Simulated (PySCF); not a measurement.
**How methods differ on the excitation energy of Hf**

Hf [Xe] 4f14 5d2 6s2 (3F) → Hf [Xe] 4f14 5d4 (5D), as a difference of total energies. All numbers are calculated (PySCF 2.14, a scalar-relativistic core potential, in aug-cc-pwCVDZ-PP with ECP60MDF (6s6p5d3f, 70 functions)). Correlated levels: valence and next inner shell: nothing frozen outside the core potential. The calculations carry no spin-orbit coupling.

```json
{"method": "UHF", "excitation energy (eV)": "4.360"}
{"method": "MP2 (valence and next inner shell)", "excitation energy (eV)": "4.827"}
{"method": "SCS-MP2 (valence and next inner shell)", "excitation energy (eV)": "5.361"}
{"method": "CCSD (valence and next inner shell)", "excitation energy (eV)": "4.895"}
{"method": "CCSD(T) (valence and next inner shell)", "excitation energy (eV)": "4.947"}
```

How much does correlation contribute at CCSD(T) (valence and next inner shell)?

4.947 − (4.360) = 0.587 eV, measured against UHF.
